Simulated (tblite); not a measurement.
Species: C4H11NO2Si.
Numbering: `[CH3:1]/[N:2]=[CH:3]/[SiH:4]([O:5][CH3:6])[O:7][CH3:8]` (hydrogens: H9, H10, H11 on C1; H12 on C3; H13 on Si4; H14, H15, H16 on C6; H17, H18, H19 on C8)

The geometry is computed with GFN2-xTB (gas phase).

Task: List the bond lengths, angles and torsions at this level.

Result: 
```csv
bond,length (bohr),order
C1–N2,2.704,single
N2=C3,2.380,double
C3–Si4,3.565,single
"Si4–O5, Si4–O7",3.061,single
"O5–C6, O7–C8",2.646,single
"C1–H9, C1–H10, C1–H11",2.067,single
C3–H12,2.083,single
Si4–H13,2.773,single
C6–H14 and 5 like bonds,2.062,single
```

Bonds in one row agree within 0.02 bohr and their mean is given. Orders are formal, as drawn. A selection of angles:
```csv
angle,degrees
C1–N2–C3,120.4
N2–C3–Si4,119.6
C3–Si4–O5,111.9
C3–Si4–O7,102.7
O5–Si4–O7,108.0
Si4–O5–C6,127.2
```

Dihedral angles: C1–N2–C3–Si4 -179° (antiperiplanar); N2–C3–Si4–O5 50° (synclinal); C3–Si4–O5–C6 -54° (synclinal); C3–Si4–O7–C8 -177° (antiperiplanar). The mirror-image conformer, all signs reversed, is as good.

Of the pairs four or more bonds apart, H10···H12 is among the closest relative to their van der Waals radii: 2.23 Å, 93 % of the sum of Bondi's values. Si4 (oxygen-bound silicon) is distorted tetrahedral (angles from 102.7° to 112.4°). The C–N distances run from 1.260 Å (N2=C3, drawn double) to 1.431 Å (C1–N2, drawn single), a spread of 0.171 Å.

Point group: C1 (no symmetry element, even within 0.4 Å). Its GFN2-xTB frequencies are all real (lowest 51 cm⁻¹). The numbers are those of one conformer. 2 starts were optimised and ended at 0.00 and 0.84 kcal/mol (GFN2-xTB); the lowest of these is shown.
